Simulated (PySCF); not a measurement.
Cl₂HNOW, SMILES [W]([Cl])(=[NH])(=[O])[Cl], multiplicity 1.

Geometry optimised at PBE-D3(BJ)/def2-SVP. The spin state was assumed, not searched. The structure was generated by enumeration; whether it is a known compound was not checked. The def2 effective core potentials stand for the cores of W; spin–orbit coupling is left out.

All values below come from PBE-D3(BJ)/def2-SVP run with PySCF.

Frequencies are harmonic and unscaled.

Computed normal modes with their intensities:
```
mode  ν (cm⁻¹)  IR (km/mol)  moving atoms (share of kinetic energy)
----  --------  -----------  --------------------------------------
1          105          0.5                         Cl 84 %, W 14 %
2          154          0.9         Cl 37 %, W 22 %, N 19 %, O 19 %
3          206          0.1                         O 77 %, Cl 18 %
4          213          1.9                 N 61 %, Cl 18 %, H 17 %
5          305         15.7         O 43 %, N 26 %, H 19 %, Cl 10 %
6          392         22.0                         Cl 81 %, W 12 %
7          405         45.2                         Cl 72 %, W 26 %
8          528        150.3                          H 68 %, N 27 %
9          624        110.4                          H 79 %, N 18 %
10         961         87.8                  N 58 %, O 26 %, W 10 %
11         997         62.4                          O 66 %, N 26 %
12        3519        177.1                                  H 93 %
```
